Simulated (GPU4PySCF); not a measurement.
Vertical excitations of a molecule C16H10 from GPU4PySCF with TDA-ωB97X/def2-SVPD, as energy in eV (oscillator strength): 4.23 (0.001), 4.44 (0.372), 5.07 (0.000), 5.47 (0.000), 5.73 (0.662), 5.92 (0.000), 6.16 (0.000), 6.19 (1.739), 6.31 (0.000), 6.57 (0.000), 6.61 (0.000), 6.87 (0.000). Lowest triplet (TDA): 2.70 eV. Coordinates come from a ωB97X-D3(BJ)/def2-TZVP optimisation. The values are those of a single conformer.

### Question
Which structure fits?
(A) C#Cc1cccc2cc3ccccc3cc12
(B) c1cc2ccc3cccc4ccc(c1)c2c34
(C) C#Cc1ccc2cc3ccccc3cc2c1
(D) C#Cc1c2ccccc2cc2ccccc12

### Answer
B, c1cc2ccc3cccc4ccc(c1)c2c34
